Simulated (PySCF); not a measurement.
Cl₄Te, charge -1, doublet, at a GFN2-xTB geometry (a state made from the parent by changing its charge; the spin is typed, not shown lowest) (core potentials on Te). Base run: DF-R2SCAN/def2-SVP (PySCF).

Input for PySCF:
```python
from pyscf import gto, scf, dft

mol = gto.Mole()
mol.atom = '''
    Te    0.000243   -0.005206    0.196833
    Cl    1.523600   -1.933543   -0.203646
    Cl    1.938064    1.527298   -0.112629
    Cl   -1.523972    1.941505   -0.097392
    Cl   -1.938436   -1.519337   -0.188409
'''
mol.basis = 'def2-svp'
mol.ecp = {'Te': 'def2-svp'}
mol.charge = -1
mol.spin = 1
mol.verbose = 4
mol.build()

mf = dft.UKS(mol)
mf.xc = 'r2scan'
mf = mf.density_fit(auxbasis='def2-universal-jkfit')
mf.kernel()
mf.analyze()
```

Each row names what was changed in the base input (with any setting that the change needs).

| change | basis functions | E (Eh) | HOMO (eV) | core-seconds (rough) |
|---|---|---|---|---|
| base | 98 | -2108.40113 | -1.42 | 20 |
| basis = LANL2DZ | (withheld) | (withheld) | (withheld) | 5 |
| basis = def2-SV(P) | 98 | -2108.40113 | -1.42 | 20 |
| basis = def2-SVPD | 143 | -2108.45374 | -2.09 | 30 |
| basis = def2-TZVP | 198 | -2109.05812 | -1.84 | 40 |
| basis = def2-TZVPP | 218 | -2109.05822 | -1.84 | 50 |
| basis = def2-TZVPD | (withheld) | (withheld) | (withheld) | 60 |

**Question.** Fill in the missing entries.

**Answer.** 
- basis = LANL2DZ, basis functions: 40
- basis = LANL2DZ, E (Eh): -68.02966
- basis = LANL2DZ, HOMO (eV): -2.06
- basis = def2-TZVPD, basis functions: 243
- basis = def2-TZVPD, E (Eh): -2109.06380
- basis = def2-TZVPD, HOMO (eV): -2.00

Totals compare only among sets that treat the same electrons; sets with core potentials leave the core out.

Open shells are given as the SCF converged; they aren't shown to be the lowest states, and a large step between rows can be another state.
